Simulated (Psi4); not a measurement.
CHO3 (SMILES O=C([O-])O), charge -1, singlet, at a GFN2-xTB geometry (a gas-phase anion, which may not be bound at this level), with bond 3-2 at 1.6 times its length; BLYP/STO-3G (Psi4).

Input for Psi4:
```
memory 2 GB

molecule mol {
-1 1
  O     1.133934   -0.595474    0.060069
  C    -0.172049    0.046248   -0.010546
  O    -0.084755    2.009795    0.059314
  O    -1.108087   -0.728969   -0.101257
  H     1.765446    0.130336    0.127853
}

set basis sto-3g
set reference rks

energy('blyp')
print_variables()
```

What does Psi4 print? Leave out banner, timings and long lists.


```
   => Loading Basis Set <=

    Name: STO-3G
    Role: ORBITAL
    Keyword: BASIS

         ---------------------------------------------------------
                                   SCF
               by Justin Turney, Rob Parrish, Andy Simmonett
                          and Daniel G. A. Smith
                              RKS Reference
         ---------------------------------------------------------

  ==> Geometry <==

    Molecular point group: c1
    Full point group: C1

    Geometry (in Angstrom), charge = -1, multiplicity = 1:

       Center              X                  Y                   Z               Mass
    ------------   -----------------  -----------------  -----------------  -----------------
         O            1.154060316712    -0.786455931399     0.055277838035    15.994914619570
         C           -0.151922683288    -0.144733931399    -0.015337161965    12.000000000000
         O           -0.064628683288     1.818813068601     0.054522838035    15.994914619570
         O           -1.087960683288    -0.919950931399    -0.106048161965    15.994914619570
         H            1.785572316712    -0.060645931399     0.123061838035     1.007825032230

  Running in c1 symmetry.

  Rotational constants: A =      0.38307  B =      0.21985  C =      0.13968 [cm^-1]
  Rotational constants: A =  11484.22744  B =   6590.94989  C =   4187.61964 [MHz]
  Nuclear repulsion =   98.607801737824786

  Charge       = -1
  Multiplicity = 1
  Electrons    = 32
  Nalpha       = 16
  Nbeta        = 16

  ==> Algorithm <==

  SCF Algorithm Type is DF.
  DIIS enabled.
  MOM disabled.
  Fractional occupation disabled.
  Guess Type is SAD.
  Energy threshold   = 1.00e-06
  Density threshold  = 1.00e-06
  Integral threshold = 1.00e-12

  ==> Primary Basis <==

  Basis Set: STO-3G
    Blend: STO-3G
    Number of shells: 13
    Number of basis functions: 21
    Number of Cartesian functions: 21
    Spherical Harmonics?: true
    Max angular momentum: 1

  ==> DFT Potential <==

   => LibXC <=

    Version 7.1.2
    S. Lehtola, C. Steigemann, M. J. T. Oliveira, and M. A. L. Marques,  SoftwareX 7, 1–5 (2018) (10.1016/j.softx.2017.11.002)

   => Composite Functional: BLYP <=

    BLYP GGA Exchange-Correlation Functional

    P.J. Stephens et. al., J. Phys. Chem., 98, 11623-11627, 1994
    B. Miehlich et. al., Chem. Phys. Lett., 157(3), 200-206 1989

    Deriv               =              1
    GGA                 =           TRUE
[...]
   @DF-RKS iter  11:  -260.38793005621000   -6.94123e-02   2.62674e-03 ADIIS/DIIS
   @DF-RKS iter  12:  -260.38925113602954   -1.32108e-03   1.45808e-03 ADIIS/DIIS
   @DF-RKS iter  13:  -260.38998466088850   -7.33525e-04   1.73663e-04 ADIIS/DIIS
   @DF-RKS iter  14:  -260.38999482856059   -1.01677e-05   4.24603e-05 DIIS
   @DF-RKS iter  15:  -260.38999545424798   -6.25687e-07   4.84054e-06 DIIS
   @DF-RKS iter  16:  -260.38999546329813   -9.05015e-09   2.48720e-07 DIIS
  Energy and wave function converged.

  ==> Post-Iterations <==

   Electrons on quadrature grid:
      Ntotal   =   31.9999954502 ; deviation = -4.550e-06

    Orbital Energies [Eh]
    ---------------------

    Doubly Occupied:

[...]
      16A      0.354795

    Virtual:

[...]
    Final Occupation by Irrep:
              A
    DOCC [    16 ]
    NA   [    16 ]
    NB   [    16 ]

  @DF-RKS Final Energy:  -260.38999546329813

   => Energetics <=

    Nuclear Repulsion Energy =             98.6078017378247864
    One-Electron Energy =                -566.6735940163031273
    Two-Electron Energy =                 239.7727826637414523
    DFT Exchange-Correlation Energy =     -32.0969858485612392
    Empirical Dispersion Energy =           0.0000000000000000
    VV10 Nonlocal Energy =                  0.0000000000000000
    Total Energy =                       -260.3899954632981348

Computation Completed

Properties will be evaluated at   0.000000,   0.000000,   0.000000 [a0]

Properties computed using the SCF density matrix

 Multipole Moments:

 ------------------------------------------------------------------------------------
     Multipole            Electronic (a.u.)      Nuclear  (a.u.)        Total (a.u.)
 ------------------------------------------------------------------------------------

 L = 1.  Multiply by 2.5417464519 to convert [e a0] to [Debye]
 Dipole X            :         -0.9834961            1.6739266            0.6904306
 Dipole Y            :         -0.5613844           -0.0563136           -0.6176980
 Dipole Z            :         -0.0870927            0.1153847            0.0282921
 Magnitude           :                                                    0.9268472

 ------------------------------------------------------------------------------------

  Variable Map:
  ----------------------------------------------------------------------------
[...]
  Array Variable Map:
  ----------------------------------------------------------------------------
[...]
[...]
```
